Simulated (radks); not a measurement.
Values are calculated unless marked as measured or tabulated.
Species: Ta IV. Configuration: [Xe] 4f14 5d2. Code: a radial shooting solver on a logarithmic mesh with Libxc functionals. Model: scalar-relativistic Kohn-Sham, PBEsol, spin-polarised, spherical densities, finite nucleus; open shells are filled with parallel spins first (spin-orbit coupling, left out, can overturn this in heavy ions); Fermi nuclear charge, rms radius 5.3507 fm. Some entries of the table are withheld. Estimate them.

orbital  occ.  eigenvalue (eV)  r(max) (bohr)  <1/r> (bohr^-1)
1s down     1        -67349.76        0.01168            85.37
1s up       1        -67349.76        0.01168            85.37
2s up       1        -11595.87        0.06688            19.95
2s down     1        -11595.78        0.06688            19.95
2p up       3        -10169.19        0.05477            18.15
2p down     3        -10169.12        0.05477            18.15
3s up       1        -2677.879         0.1887            7.384
3s down     1        -2677.858         0.1887            7.384
3p up       3        -2253.362         0.1866            6.834
3p down     3        -2253.337         0.1866            6.834
3d up       5        -1757.058         0.1519            6.463
3d down     5        -1757.004         0.1519            6.462
4s up       1        -568.0552         0.4289            3.135
4s down     1        -567.9867         0.4290            3.134
4p up       3        -428.7332         0.4496            2.851
4p down     3        -428.6686         0.4496            2.851
4d up       5        -250.2279         0.4615            2.532
4d down     5        -250.1468         0.4615            2.532
5s up       1        -101.4407            (1)            1.213
5s down     1        -100.5151            (2)            1.220
5p up       3         -67.7393          1.124              (3)
5p down     3         -66.4592          1.118              (4)
4f up       7         -52.9576         0.4411            2.002
4f down     7         -52.7349         0.4409            2.008
5d up       2         -29.8826          1.506           0.6971
5d down     0         -28.1307          1.490           0.7005

Answer. 
(1) 5s up r(max) (bohr): 0.9889
(2) 5s down r(max) (bohr): 0.9862
(3) 5p up <1/r> (bohr^-1): 1.021
(4) 5p down <1/r> (bohr^-1): 1.029
